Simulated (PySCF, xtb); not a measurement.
CI2, SMILES I[C]I (connectivity only; charge and spin as stated), neutral, multiplicity 1.

xtb with GFN2-xTB at its own geometry gives an orbital gap of 1.28 eV and a dipole moment of 0.91 D.

Geometry optimised at B3LYP-D3(BJ)/def2-TZVP. The def2 effective core potentials stand for the cores of I; spin–orbit coupling is left out.

### Question
What does CAM-B3LYP/def2-TZVPD run with PySCF give? (The exact figures need the calculation; the answer reports its results.)

### Answer
gap 5.55 eV (levels -8.15 and -2.60 eV), dipole 1.25 D.
